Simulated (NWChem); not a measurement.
System: Si2H4OF2; SMILES O[SiH2][SiH](F)F

Excerpt of the output:

```
             Northwest Computational Chemistry Package (NWChem) 7.3.0
             --------------------------------------------------------

                             Geometry "geometry" -> ""
                             -------------------------

 Output coordinates in angstroms (scale by  1.889725989 to convert to a.u.)

  No.       Tag          Charge          X              Y              Z
 ---- ---------------- ---------- -------------- -------------- --------------
    1 O                    8.0000     0.64030000     2.37138300     0.27213600
    2 Si                  14.0000    -0.53913000     1.30745600    -0.24333900
    3 Si                  14.0000     0.05443900    -0.87623000     0.38322800
    4 F                    9.0000    -0.95913200    -1.94186200    -0.29973300
    5 F                    9.0000     1.53161000    -1.16520500    -0.22933500
    6 H                    1.0000     1.51489600     2.26777700    -0.11522000
    7 H                    1.0000    -0.73234300     1.33143200    -1.72828600
    8 H                    1.0000    -1.80286900     1.71710800     0.42766000
    9 H                    1.0000     0.11585200    -1.18447800     1.83725700

 Effective nuclear repulsion energy (a.u.)     303.7550413114

  xc_inp: hfexch multiplicative factor not found.
                              NWChem Property Module
                              ----------------------

  itol2e modified to match energy
  convergence criterion.

                                 NWChem DFT Module
                                 -----------------

 Summary of "ao basis" -> "ao basis" (spherical)
 ------------------------------------------------------------------------------
       Tag                 Description            Shells   Functions and Types
 ---------------- ------------------------------  ------  ---------------------
 O                           6-31g*                  6       14   3s2p1d
 Si                          6-31g*                  8       18   4s3p1d
 F                           6-31g*                  6       14   3s2p1d
 H                           6-31g*                  2        2   2s

  itol2e modified to match energy
  convergence criterion.

            General Information
            -------------------
          SCF calculation type: DFT
          Wavefunction type:  closed shell.
          No. of atoms     :     9
          No. of electrons :    58
           Alpha electrons :    29
            Beta electrons :    29
          Charge           :     0
          Spin multiplicity:     1
          Use of symmetry is: off; symmetry adaption is: off
          Maximum number of iterations: 150
          AO basis - number of functions:    86
                     number of shells:    42
          Convergence on energy requested:  1.00D-07
          Convergence on density requested:  1.00D-05
          Convergence on gradient requested:  5.00D-04

              XC Information
              --------------
                     Hartree-Fock (Exact) Exchange  1.000

      Superposition of Atomic Density Guess
      -------------------------------------

 Sum of atomic energies:        -853.12656148

      Non-variational initial energy
      ------------------------------

 Total energy =    -854.177905
 1-e energy   =   -1789.700932
 2-e energy   =     631.767986
 HOMO         =      -0.303176
 LUMO         =      -0.004090

   convergence    iter        energy       DeltaE   RMS-Dens  Diis-err
 ---------------- ----- ----------------- --------- --------- ---------
 d= 0,ls=0.0,diis     1   -853.9382109197 -1.16D+03  9.21D-03  9.73D-01
 d= 0,ls=0.0,diis     2   -854.0212959550 -8.31D-02  3.12D-03  3.47D-01
 d= 0,ls=0.0,diis     3   -854.0515283087 -3.02D-02  8.92D-04  4.74D-03
 d= 0,ls=0.0,diis     4   -854.0525149378 -9.87D-04  2.07D-04  1.80D-04
 d= 0,ls=0.0,diis     5   -854.0525568060 -4.19D-05  4.82D-05  1.88D-05
  Resetting Diis
 d= 0,ls=0.0,diis     6   -854.0525598353 -3.03D-06  2.09D-05  2.28D-06
 d= 0,ls=0.0,diis     7   -854.0525603013 -4.66D-07  4.02D-06  8.95D-08
 d= 0,ls=0.0,diis     8   -854.0525603271 -2.57D-08  2.24D-06  1.81D-08

         Total DFT energy =     -854.052560327053
      One electron energy =    -1792.544880595272
           Coulomb energy =      705.541792235807
    Exchange-Corr. energy =      -70.804513278967
 Nuclear repulsion energy =      303.755041311379

 Numeric. integr. density =        0.000000000000

                       DFT Final Molecular Orbital Analysis
                       ------------------------------------

 Vector   27  Occ=2.000000D+00  E=-5.387000D-01
              MO Center=  2.4D-01,  8.8D-01,  6.2D-01, r^2= 4.5D+00
   Bfn.  Coefficient  Atom+Function         Bfn.  Coefficient  Atom+Function
  ----- ------------  ---------------      ----- ------------  ---------------
     5      0.332232  1 O  pz                 9      0.261254  1 O  pz
    86     -0.251150  9 H  s                  4     -0.244800  1 O  py
     8     -0.199892  1 O  py                41     -0.196092  3 Si pz
    85     -0.185522  9 H  s                  3      0.157859  1 O  px
    55      0.133473  4 F  pz                38     -0.130908  3 Si s

 Vector   28  Occ=2.000000D+00  E=-4.846855D-01
              MO Center= -7.4D-01,  1.6D+00, -4.2D-01, r^2= 2.6D+00
   Bfn.  Coefficient  Atom+Function         Bfn.  Coefficient  Atom+Function
  ----- ------------  ---------------      ----- ------------  ---------------
    82     -0.309462  7 H  s                 23      0.300652  2 Si pz
    84      0.298164  8 H  s                  5     -0.268034  1 O  pz
     9     -0.226001  1 O  pz                81     -0.218515  7 H  s
    83      0.212678  8 H  s                 21     -0.139102  2 Si px
    22      0.121583  2 Si py                19     -0.120848  2 Si pz

 Vector   29  Occ=2.000000D+00  E=-4.135972D-01
              MO Center= -1.9D-01,  3.6D-01,  1.3D-01, r^2= 3.4D+00
   Bfn.  Coefficient  Atom+Function         Bfn.  Coefficient  Atom+Function
  ----- ------------  ---------------      ----- ------------  ---------------
    40     -0.335213  3 Si py                22      0.316797  2 Si py
    86      0.235441  9 H  s                  4     -0.206333  1 O  py
    38     -0.192804  3 Si s                 82      0.191070  7 H  s
     8     -0.185566  1 O  py                41      0.181204  3 Si pz
    84      0.140999  8 H  s                 85      0.140781  9 H  s

 Vector   30  Occ=0.000000D+00  E= 9.197040D-02
              MO Center= -2.5D-01,  5.9D-01, -6.4D-03, r^2= 5.1D+00
   Bfn.  Coefficient  Atom+Function         Bfn.  Coefficient  Atom+Function
  ----- ------------  ---------------      ----- ------------  ---------------
    26      0.613826  2 Si py                25      0.562712  2 Si px
     6     -0.512409  1 O  s                 44      0.368232  3 Si py
    42      0.354769  3 Si s                 43      0.342649  3 Si px
    84      0.269668  8 H  s                 24     -0.247418  2 Si s
    56      0.213336  4 F  s                 70     -0.187817  5 F  s

 Vector   31  Occ=0.000000D+00  E= 1.272919D-01
              MO Center= -1.0D-01, -1.3D-01,  1.2D-01, r^2= 5.2D+00
   Bfn.  Coefficient  Atom+Function         Bfn.  Coefficient  Atom+Function
  ----- ------------  ---------------      ----- ------------  ---------------
    24      0.804548  2 Si s                 44     -0.763926  3 Si py
    42     -0.679419  3 Si s                 26     -0.665797  2 Si py
    82     -0.620157  7 H  s                 27     -0.502133  2 Si pz
    84      0.452136  8 H  s                 43      0.426972  3 Si px
    86      0.398669  9 H  s                 25      0.386018  2 Si px

[...]

          -----------------------------------------
          Chemical Shielding Tensors (GIAO, in ppm)
          -----------------------------------------

                                NWChem CPHF Module
                                ------------------

  scftype          =     RHF
  nclosed          =       29
  nopen            =        0
  variables        =     1653
  # of vectors     =        3
  tolerance        = 0.10D-03
  level shift      = 0.00D+00
  max iterations   =       50
  max subspace     =       30

 SCF residual:    9.4959976759886864E-005

Iterative solution of linear equations
  No. of variables     1653
  No. of equations        3
  Maximum subspace       30
        Iterations       50
       Convergence  1.0D-04

   iter   nsub   residual    time
   ----  ------  --------  ---------
     1      3    8.53D-01      15.3
     2      6    8.85D-02      16.3
     3      9    1.70D-02      17.3
     4     12    3.66D-03      18.2
     5     15    8.11D-04      19.2
     6     18    9.86D-05      20.2

      Atom:    1  O
        Diamagnetic
    405.3645     10.0214      1.0802
     10.0214    393.4123      5.9776
      1.0802      5.9776    385.1299

        Paramagnetic
    -33.4237    -25.8506    -38.5600
    -25.8506    -66.7805     -7.0481
    -38.5600     -7.0481    -29.1366

        Total Shielding Tensor
    371.9408    -15.8291    -37.4798
    -15.8291    326.6317     -1.0705
    -37.4798     -1.0705    355.9933

           isotropic =     351.5219
          anisotropy =      78.8165

          Principal Components and Axis System
                 1           2           3
              404.0663    335.9265    314.5731

      1         0.7812     -0.3591      0.5107
      2        -0.1513      0.6847      0.7130
      3        -0.6057     -0.6342      0.4805

      Atom:    2  Si
        Diamagnetic
    878.5489      2.0710      2.0257
      2.0710    882.3550      0.4752
      2.0257      0.4752    874.4245

        Paramagnetic
   -392.5557     40.7634     16.6998
     40.7634   -407.3978     12.5955
     16.6998     12.5955   -440.0244

        Total Shielding Tensor
    485.9932     42.8344     18.7255
     42.8344    474.9572     13.0707
     18.7255     13.0707    434.4001

           isotropic =     465.1168
          anisotropy =      95.9828

          Principal Components and Axis System
                 1           2           3
              529.1053    437.9664    428.2787

      1         0.7345     -0.5856     -0.3430
      2         0.6373      0.7688      0.0521
      3         0.2332     -0.2568      0.9379

      Atom:    3  Si
        Diamagnetic
    877.7234      1.2294     -0.3245
      1.2294    876.0599      1.9191
     -0.3245      1.9191    869.2294

        Paramagnetic
   -461.8853    -17.3238      8.5143
    -17.3238   -411.4326    -47.9969
      8.5143    -47.9969   -429.6077

        Total Shielding Tensor
    415.8381    -16.0945      8.1899
    -16.0945    464.6273    -46.0778
      8.1899    -46.0778    439.6217

           isotropic =     440.0290
          anisotropy =      95.1643

          Principal Components and Axis System
                 1           2           3
              503.4719    413.3810    403.2342

      1        -0.1988      0.9228      0.3300
      2         0.7824     -0.0533      0.6205
      3        -0.5901     -0.3816      0.7114

      Atom:    4  F
        Diamagnetic
    474.7837     11.2347      6.5539
     11.2347    476.4864      7.6343
      6.5539      7.6343    466.9958

        Paramagnetic
    -50.6392      4.1679    -41.1761
      4.1679   -121.5741     40.1244
    -41.1761     40.1244   -123.2600

        Total Shielding Tensor
    424.1444     15.4026    -34.6222
     15.4026    354.9123     47.7587
    -34.6222     47.7587    343.7357

           isotropic =     374.2642
          anisotropy =      94.2220

          Principal Components and Axis System
                 1           2           3
              437.0788    394.3818    291.3318

      1         0.9306      0.2531      0.2645
      2        -0.0373      0.7842     -0.6193
      3        -0.3642      0.5665      0.7392

      Atom:    5  F
        Diamagnetic
    486.0192     -4.7002     -8.7328
     -4.7002    466.2381      2.2427
     -8.7328      2.2427    465.8721

        Paramagnetic
    -63.4508     28.3914     12.7874
     28.3914   -105.2875     60.2813
     12.7874     60.2813   -115.1585

        Total Shielding Tensor
    422.5683     23.6912      4.0546
     23.6912    360.9507     62.5240
      4.0546     62.5240    350.7136

           isotropic =     378.0775
          anisotropy =      95.0984

          Principal Components and Axis System
                 1           2           3
              441.4765    400.9964    291.7597

      1         0.7489     -0.6547      0.1019
      2         0.5296      0.4990     -0.6859
      3         0.3983      0.5677      0.7205

      Atom:    6  H
        Diamagnetic
     42.9789      1.2527     -8.1947
      1.2527     21.1259      1.1584
     -8.1947      1.1584     20.6313

        Paramagnetic
     -0.0951     -0.6020      1.4321
     -0.6020      5.3948      0.4201
      1.4321      0.4201      6.1814

        Total Shielding Tensor
     42.8838      0.6507     -6.7626
      0.6507     26.5208      1.5785
     -6.7626      1.5785     26.8126

           isotropic =      32.0724
          anisotropy =      19.9179

          Principal Components and Axis System
                 1           2           3
               45.3510     27.4561     23.4101

      1         0.9395      0.1616      0.3019
      2         0.0038      0.8768     -0.4809
      3        -0.3424      0.4529      0.8232

      Atom:    7  H
        Diamagnetic
     24.5874      0.0256      3.0801
      0.0256     25.8248     -0.7954
      3.0801     -0.7954     37.3195

        Paramagnetic
      0.9290      0.6376     -0.4897
      0.6376      0.3865      0.5096
     -0.4897      0.5096     -6.8155

        Total Shielding Tensor
     25.5164      0.6632      2.5904
      0.6632     26.2113     -0.2858
      2.5904     -0.2858     30.5040

           isotropic =      27.4106
          anisotropy =       6.2931

          Principal Components and Axis System
                 1           2           3
               31.6060     26.4655     24.1602

      1         0.3914      0.3059      0.8679
      2        -0.0006      0.9432     -0.3321
      3         0.9202     -0.1294     -0.3694

      Atom:    8  H
        Diamagnetic
     35.4472     -3.3607     -4.6278
     -3.3607     27.1407      1.6117
     -4.6278      1.6117     25.9419

        Paramagnetic
     -4.0650      2.7079      2.9570
      2.7079     -0.8666     -0.8321
      2.9570     -0.8321     -0.9812

        Total Shielding Tensor
     31.3822     -0.6528     -1.6708
     -0.6528     26.2740      0.7796
     -1.6708      0.7796     24.9607

           isotropic =      27.5390
          anisotropy =       6.5582

          Principal Components and Axis System
                 1           2           3
               31.9111     26.3520     24.3538

      1         0.9582      0.2120      0.1921
      2        -0.1451      0.9388     -0.3124
      3        -0.2466      0.2715      0.9303

      Atom:    9  H
        Diamagnetic
     23.3268     -0.0656      0.5153
     -0.0656     24.9693     -3.2816
      0.5153     -3.2816     37.3381

        Paramagnetic
      0.8286      0.1000     -0.3982
      0.1000     -0.1702      1.2083
     -0.3982      1.2083     -5.3958

        Total Shielding Tensor
     24.1554      0.0344      0.1171
      0.0344     24.7991     -2.0733
      0.1171     -2.0733     31.9423

           isotropic =      26.9656
          anisotropy =       8.3043

          Principal Components and Axis System
                 1           2           3
               32.5018     24.2746     24.1204

      1         0.0125      0.4673      0.8840
      2        -0.2598      0.8552     -0.4484
      3         0.9656      0.2241     -0.1321
```

Level: Hartree-Fock/6-31G* (spherical d), GIAO. All runs use the structure optimised with PBE0/def2-SVP. The printed shielding anisotropy is the first printed principal value minus the mean of the other two.

### Question
Write an input that gives this output.

### Answer
This is not unique; one that fits is the input that was run:
```
start job
memory heap 200 mb stack 900 mb global 1100 mb
geometry units angstroms noautosym nocenter noautoz
  O      0.640300     2.371383     0.272136
  Si    -0.539130     1.307456    -0.243339
  Si     0.054439    -0.876230     0.383228
  F     -0.959132    -1.941862    -0.299733
  F      1.531610    -1.165205    -0.229335
  H      1.514896     2.267777    -0.115220
  H     -0.732343     1.331432    -1.728286
  H     -1.802869     1.717108     0.427660
  H      0.115852    -1.184478     1.837257
end
basis spherical
  * library 6-31g*
end
dft
  xc hfexch
  iterations 150
end
property
  shielding
end
task dft property
```
